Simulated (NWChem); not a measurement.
CH3AlF2S; SMILES C[S][Al]([F])[F]

```xyz
8

Al     0.0001     0.8244     0.0000
F      0.9520     2.1699    -0.0004
F     -1.6427     1.0131     0.0002
S      0.8510    -1.1629     0.0004
C     -0.6981    -2.1929     0.0005
H     -1.5958    -1.5735     0.0015
H     -0.6882    -2.8221     0.8920
H     -0.6893    -2.8208    -0.8921
```
Atoms are numbered in this order, from 1.

Program: NWChem. Pople sets run with spherical d functions. Structure relaxed at the B3LYP/6-31G* (spherical d) level. GIAO values for the isolated, static molecule; σ is the absolute isotropic shielding, δ = σ(reference) − σ with the isolated reference molecule computed at the same levels (13C: tetramethylsilane, 19F: trichlorofluoromethane, 1H: tetramethylsilane).

| level | σ Al1 (ppm) | δ F2 (ppm) | δ F3 (ppm) | σ S4 (ppm) | δ C5 (ppm) | δ H6 (rotor mean) (ppm) |
|---|---|---|---|---|---|---|
| KT2/pcSseg-1 | ? | ? | ? | ? | 12.8 | 2.18 |
| Hartree-Fock/6-31G* | 537.8 | -120.9 | -127.0 | 830.5 | 8.7 | 2.03 |
| BHandHLYP/pcSseg-1 | 464.4 | -165.6 | -175.0 | 744.6 | 11.8 | 2.15 |
| PBE/pcSseg-1 | 438.8 | -194.4 | -205.3 | 699.6 | 12.9 | 2.16 |

Task: Complete the blanks.

Result: 
- KT2/pcSseg-1, σ Al1 (ppm): 454.1
- KT2/pcSseg-1, δ F2 (ppm): -200.8
- KT2/pcSseg-1, δ F3 (ppm): -212.1
- KT2/pcSseg-1, σ S4 (ppm): 715.5
